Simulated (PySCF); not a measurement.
C6H9NO.
Atom-mapped SMILES: `[N:1]#[C:2][CH:3]1[CH2:4][CH2:5][O:6][CH2:7][CH2:8]1` (hydrogens: H9 on C3; H10, H11 on C4; H12, H13 on C5; H14, H15 on C7; H16, H17 on C8)

The closed-shell SCF was solved with PySCF and density fitting under several settings on one GFN2-xTB geometry (grid level 2 and gas phase unless stated).

```tsv
settings	basis functions	SCF cycles	E (Eh)	HOMO (eV)	LUMO (eV)	dipole (D)
PBE0/pcSseg-1	181	15	-363.5429	-7.59	0.61	3.20
PBE0/def2-SVPD	235	15	-363.3402	-7.66	0.26	3.27
wB97X-D/cc-pVDZ	157	14	-363.9039	-9.29	2.81	3.10
```

Estimate the row for these settings: B97-D/pcSseg-1.

```json
{"settings": "B97-D/pcSseg-1", "basis functions": "181", "SCF cycles": "16", "E (Eh)": "-363.6938", "HOMO (eV)": "-6.06", "LUMO (eV)": "-0.27", "dipole (D)": "3.16"}
```

Over all rows, what range does the HOMO–LUMO gap span?

From 5.79 eV (B97-D/pcSseg-1) to 12.10 eV (wB97X-D/cc-pVDZ). The functional of the narrowest has no exact exchange, that of the widest range-separated exact exchange.

And the dipole moment?

From 3.10 D (wB97X-D/cc-pVDZ) to 3.27 D (PBE0/def2-SVPD); the largest is 1.05 times the smallest, and the median is 3.18 D.

Compare two rows with the functional PBE0: PBE0/pcSseg-1 and PBE0/def2-SVPD. Which energy is lower, and by how much?

PBE0/pcSseg-1 (181 functions) lies 0.2027 Eh or 127 kcal/mol below PBE0/def2-SVPD (235 functions). The smaller set gives the lower energy; the two sets aren't nested, so the variational bound doesn't order them by size.

B97-D and wB97X-D ran without the empirical dispersion term, which would shift the total energy alone. Cycle counts include a coarse-grid stage where the run had one.

One conformer stands for the species.
